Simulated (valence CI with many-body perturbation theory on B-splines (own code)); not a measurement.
The numbers below are computed, except where a source is named.
## From CI to CI+MBPT in Ga¹⁶⁺

Method: configuration interaction combined with many-body perturbation theory (CI+MBPT): five valence electrons over a frozen Dirac-Fock core [Ne], a basis of 9 s, 9 p, 8 d, 6 f, 3 g, 1 h functions for each j, with the one-electron correlation potential Σ1, the two-electron term Σ2, the three-electron term Σ3, Breit, model QED; selected CI, second order for the rest (own B-spline code, finite nucleus).

No measured levels were compared; by estimate levels of excited configurations hold to 0.05 to 0.15 % of their energy, terms of the ground configuration to about 0.5 %. Among the levels kept, up to 460 cm⁻¹ of a level comes from second order outside the variational space, and about a tenth of that is noise between levels of different J, which matters for small intervals.

Each rung adds one term. CI alone is the Dirac-Coulomb CI over the frozen core; QED comes last and gives the full result, which names the levels. Energies are above 3s2.3p3 4S°_3/2 on the same rung, in cm⁻¹.

Names give the largest LS component (configuration and term), which can be under half, so a name can repeat, a term be missing and a line seem to break the LS rules; names also repeat where a configuration has a term twice. Letters in brackets count levels of one name in rising energy.

```tsv
Level	CI alone	Σ1	Σ2	Σ3	Breit	QED	Full
3s2.3p3 2D°_3/2	53754	+43	-341	-205	-14	+5	53242
3s2.3p3 2D°_5/2	68898	+108	-301	-195	-593	+47	67963
3s2.3p3 2P°_1/2	106094	+114	-528	-371	-372	+34	104970
3s2.3p3 2P°_3/2	130634	+246	-351	-315	-1220	+112	129106
3s.3p4 4P_5/2	384555	-796	+244	+383	+125	-1066	383445
3s.3p4 4P_3/2	409578	-706	+341	+384	-287	-999	408312
3s.3p4 4P_1/2	418206	-690	+306	+362	-367	-989	416828
3s.3p4 2D_3/2	478117	-707	-576	+243	-266	-893	475919
3s.3p4 2D_5/2	486667	-645	-464	+256	-746	-886	484183
3s2.3p2.3d 2P_3/2 [a]	544093	-681	-1473	+72	-888	-549	540574
3s.3p4 2S_1/2 [a]	550139	-666	-1717	-38	-432	-764	546522
3s2.3p2.3d 4F_3/2	576059	-831	-1208	-506	-691	-102	572721
3s2.3p2.3d 4F_5/2	586576	-754	-1166	-508	-1150	-60	582937
3s.3p4 2S_1/2 [b]	588364	-538	-1313	-118	-1329	-605	584460
3s2.3p2.3d 4F_7/2	602847	-659	-1081	-485	-1786	-10	598827
3s2.3p2.3d 2F_5/2 [a]	604034	-751	-1252	-522	-1337	-48	600124
3s2.3p2.3d 2F_7/2 [a]	615673	-679	-1225	-525	-1750	-22	611472
3s2.3p2.3d 4D_1/2	616991	-677	-1330	-493	-1364	-98	613028
3s2.3p2.3d 4D_3/2	618130	-697	-1316	-548	-1429	-55	614086
3s2.3p2.3d 4F_9/2	619814	-578	-1054	-513	-2432	+23	615260
3s2.3p2.3d 4D_5/2	629933	-618	-1250	-557	-1968	-1	625538
3s2.3p2.3d 4D_7/2	654818	-503	-1110	-547	-2692	+64	650031
3s2.3p2.3d 2G_7/2	683867	-605	-1365	-936	-1979	+10	678992
3s2.3p2.3d 2P_3/2 [b]	689650	-688	-5344	-898	-813	-558	681347
3s2.3p2.3d 2G_9/2	694567	-492	-1259	-936	-2567	+45	689358
3s2.3p2.3d 4P_5/2	702246	-684	-4981	-1203	-1565	-133	693680
3s2.3p2.3d 4P_3/2	710111	-694	-4628	-1214	-1437	-124	702015
3s2.3p2.3d 4P_1/2	713518	-684	-4888	-1137	-1338	-201	705270
3s2.3p2.3d 2P_1/2 [a]	725601	-594	-5204	-935	-1619	-363	716886
3s2.3p2.3d 2D_3/2 [a]	723392	-629	-2423	-1315	-1562	-60	717403
3s2.3p2.3d 2D_5/2 [a]	747951	-566	-3995	-1333	-1987	-112	739958
```

The middle columns are the shifts that each term adds.

(1) How does the ionisation energy move along the ladder, and which term matters most?

Answers

(1) CI alone 593.83, + Σ1 594.50, + Σ2 594.40, + Σ3 594.15, + Breit 594.01, + QED 594.01 eV. The largest step is Σ1, 0.67 eV. NIST lists 599.8 ± 1.4 eV (semi-empirical), further off than its uncertainty and the later steps.
